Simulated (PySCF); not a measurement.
## Stationary points of AsH₃

Level of theory: PBE0/[As def2-TZVP, H def2-TZVP], no relativity, density fitting, PySCF.

Relaxations began from a few typed shapes. The search is not exhaustive: other isomers or separated fragments can lie lower, and high-lying points may rest on an excited occupation.

```csv
spin,group,bonds,angles,imaginary modes (cm⁻¹),ΔE (kJ/mol),ΔE with ZPE (kJ/mol)
singlet,C3v,As–H 1.522 Å (×3),H–As–H 92.0° (×3),none,0.0,0.0
singlet,D3h,As–H 1.469 Å (×3),H–As–H 120.0° (×3),1097i,163.8,–
```

The lowest minimum found is the singlet C3v: As–H 1.522 Å (×3); H–As–H 92.0° (×3).

Counting electrons, arsenic keeps 2 of its valence electrons outside its bonds, so the VSEPR class is AX3E1 and the expected shape is trigonal pyramidal (C3v), as computed. The angle of 92° is close to 90°: the heavy centre bonds with nearly pure p orbitals and keeps its lone pair s-like.
